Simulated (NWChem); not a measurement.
System: AlH, singlet; SMILES [AlH]

```xyz
2

Al     0.0000     0.0000     0.1423
H      0.0000     0.0000    -1.5249
```
Atoms are numbered in this order, from 1.

Results from NWChem. Low-valent species are run as closed-shell singlets; no triplet was tried in these runs. Coordinates come from a PBE0/def2-SVP optimisation. GIAO values for the isolated, static molecule; σ is the absolute isotropic shielding.

```
level          basis functions  σ Al1 (ppm)  σ H2 (ppm)  relative time
-------------  ---------------  -----------  ----------  -------------
PBE0/pcSseg-0               15        -17.8       20.85              1
PBE0/pcSseg-1               29         72.6       22.34              1
PBE0/pcSseg-2               57         84.7       22.62              4
PBE0/pcSseg-3              109         88.9       22.78             30
```

The last column is a rough cost ratio, cheapest run = 1.
